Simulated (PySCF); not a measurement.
Run record: geometry optimisation, [Mo(NMe)F4]-, `C[N]=[Mo-]([F])([F])([F])[F]` [radical].

Method: PBE0-D3(BJ)/def2-SVP geometry optimisation, gas phase, def2 core potentials past Kr (PySCF 2.14.0). Start geometry: GFN2-xTB. A driver script takes a list of jobs; this job's settings line and coordinates (Å) are shown.

Input:
```
{"job": {"xc": "PBE0", "basis": "def2-SVP", "d3": "d3bj", "grid": 1, "maxiter": 30, "shake": 0.03, "kind": "geom"}, "charge": -1, "multiplicity": 2}
Mo     0.070140    -0.070340    -1.273800
N     -0.017930    -0.017010     0.443370
C     -0.071110    -0.018000     1.840630
H     -0.930180     0.139270     2.240780
H      0.361030    -0.986890     2.222780
H      0.610160     0.809010     2.258660
F      1.877740     0.011350    -1.936590
F      0.048280     1.861750    -1.956300
F     -1.828690     0.021980    -1.898000
F      0.005210    -1.827870    -1.937110
```

Problem. What does the run print?

Solution. 
```
step   0  E = -561.59428502  max force = 0.155898
step   1  E = -561.62344046  max force = 0.013038
step   2  E = -561.62452882  max force = 0.008852
step   3  E = -561.62486685  max force = 0.002937
step   4  E = -561.62490959  max force = 0.000589
step   5  E = -561.62493019  max force = 0.000522
step   6  E = -561.62494003  max force = 0.000470
step   7  E = -561.62494629  max force = 0.000310
optimisation converged
```

Energies in Eh; «max force» is the largest Cartesian gradient component in Eh/bohr.

Problem. How much energy does the optimisation release, in kJ/mol?

Solution. E(step 0) − E(last step) = 0.030661 Eh, which is 80.5 kJ/mol.

Problem. Give the first gradient maximum in eV/Å.

Solution. With 1 Eh/bohr = 51.422 eV/Å, 8.017 eV/Å.

In short: final energy -561.62495 Eh after 7 steps.

Problem. Give the final coordinates.

Solution. 0.066 Å rms from the input after alignment:
```
atom  x, y, z in Å
Mo1    0.0213   -0.0054   -1.3081
N2     0.0081   -0.0003    0.3991
C3     0.0009   -0.0084    1.8036
H4    -1.0193    0.1412    2.2076
H5     0.3758   -0.9684    2.2088
H6     0.6389    0.7949    2.2207
F7     1.8630   -0.0067   -1.8661
F8     0.0259    1.8249   -1.8999
F9    -1.8156   -0.0067   -1.8819
F10    0.0256   -1.8418   -1.8794
```

The run took 2.7 min wall on one thread, Arm Neoverse V1 (aarch64), on a shared host, and the process peaked at 0.58 GiB of memory.
Labels such as C1 count atoms from 1, the log's own numbers from 0.
